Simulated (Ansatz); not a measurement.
`[F][Hf]([F])([Cl])[Br]`, 5 atoms. Charge 0, multiplicity 1. Correlated methods include outer-core shells of Br, Hf, which these sets cover unevenly. Scalar relativity is left out up to krypton. Hf: def2 effective core potential. All runs use 4 threads of an Intel Xeon Platinum 8259CL on a shared host. Correlated methods freeze the cores.

Problem. Give the basis size and wall time and peak host memory of each of these runs in Ansatz. RKS ωB97M-V/def2-QZVPP energy; RKS HSE06 (plane-wave form)-D4/def2-TZVPP energy; RHF-MP2/def2-QZVPP energy; RKS ωB97M-V/def2-SVP energy; RHF-CCSD(T)/def2-TZVPP energy; RKS PBE0-D4/def2-QZVPP energy; RKS PBE0-D4/def2-TZVP frequencies; RKS PBE0-D4/def2-SVP energy; RKS PBE0-D4/def2-TZVP relaxation (5 steps); RKS LC-ωPBE/def2-TZVPP energy; RKS ωB97M-V/def2-TZVPP energy and forces; RHF-CCSD(T)/def2-SVP energy. (Best estimate.)

Solution. Computed: Other jobs shared the machine, so times are rough.

| level | job | functions | wall time | peak host memory (GiB) |
| --- | --- | --- | --- | --- |
| RKS PBE0-D4/def2-SVP | energy | 110 | 2.6 s | 0.27 |
| RKS LC-ωPBE/def2-TZVPP | energy | 208 | 4.1 s | 0.41 |
| RKS HSE06 (plane-wave form)-D4/def2-TZVPP | energy | 208 | 4.6 s | 0.73 |
| RKS ωB97M-V/def2-SVP | energy | 110 | 9 s | 0.41 |
| RKS PBE0-D4/def2-QZVPP | energy | 354 | 11 s | 1.4 |
| RHF-CCSD(T)/def2-SVP | energy | 110 | 11 s | 0.59 |
| RKS ωB97M-V/def2-TZVPP | energy and forces | 208 | 14 s | 0.87 |
| RHF-MP2/def2-QZVPP | energy | 354 | 15 s | 1.5 |
| RKS ωB97M-V/def2-QZVPP | energy | 354 | 24 s | 1.6 |
| RKS PBE0-D4/def2-TZVP | relaxation (5 steps) | 187 | 29 s | 0.57 |
| RKS PBE0-D4/def2-TZVP | frequencies | 187 | 2.4 min | 0.61 |
| RHF-CCSD(T)/def2-TZVPP | energy | 208 | 2.5 min | 3.4 |

LC-ωPBE has ω = 0.4 bohr⁻¹.
